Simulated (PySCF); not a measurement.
## From orbital energies to excitation energies

Species: C4HF2N.
InChI=1S/C4HF2N/c5-3-1-4(3,6)2-7/h1H/t4-/m1/s1

Method used: TDDFT B3LYP/def2-SVPD, vertical, gas phase, core orbitals frozen in the response (PySCF). Geometry: GFN2-xTB; no solvent, vibrations or thermal averaging.

Orbital energies (eV): HOMO-3 -10.52, HOMO-2 -10.35, HOMO-1 -9.22, HOMO -9.12, LUMO -1.36, LUMO+1 -0.52, LUMO+2 -0.38.

Question: Among the lowest singlets, which states do these configurations lead, and at what energies: HOMO-1→LUMO, HOMO→LUMO+2, HOMO→LUMO, HOMO-1→LUMO+1?

Answer: 

| state | leading configuration | weight | Δε (eV) | E (eV) | E − Δε (eV) | f | other configurations |
| --- | --- | --- | --- | --- | --- | --- | --- |
| S1 | HOMO→LUMO | 0.86 | 7.76 | 6.55 | -1.20 | 0.016 | – |
| S2 | HOMO-1→LUMO | 0.61 | 7.86 | 7.01 | -0.85 | 0.024 | H→L+1 (12%) |
| S3 | HOMO→LUMO+2 | 0.62 | 8.74 | 7.11 | -1.63 | 0.0052 | H→L+1 (18%) |
| S5 | HOMO-1→LUMO+1 | 0.63 | 8.70 | 7.70 | -1.00 | 0.033 | H-1→L+2 (11%) |

E − Δε runs from -1.63 to -0.85 eV. By orbital difference alone the order would be S1, S2, S5, S3. Δε is the difference of the two orbital energies.

H and L stand for HOMO and LUMO. The other states: S4 7.44 eV, f 0.0043, H-1→L+2 (44%), H→L+1 (39%); S6 7.84 eV, f 0.027, H-2→L (37%), H→L+3 (22%), H-1→L+2 (8%); S7 7.97 eV, f 0.017, H-3→L (36%), H-2→L (19%), H-5→L (14%); S8 8.10 eV, f 0.022, H-1→L+3 (23%), H-2→L (16%), H-3→L (15%).

Triplets, Tamm–Dancoff:

```json
{"state": "T1", "E (eV)": "5.11", "λ (nm)": "242.8", "main configurations (H = HOMO, L = LUMO)": "H-1→L (68%), H→L (18%)"}
{"state": "T2", "E (eV)": "5.85", "λ (nm)": "211.9", "main configurations (H = HOMO, L = LUMO)": "H→L (58%), H-1→L (14%)"}
{"state": "T3", "E (eV)": "6.36", "λ (nm)": "194.9", "main configurations (H = HOMO, L = LUMO)": "H-2→L+2 (16%), H-1→L+1 (16%), H→L (15%)"}
```

Summed over the main configurations (up to three a state, each over 8%) of all 8 singlets, the electron leaves HOMO with weight 2.39, HOMO-1 with weight 2.10, HOMO-2 with weight 0.72 and HOMO-3 with weight 0.51.
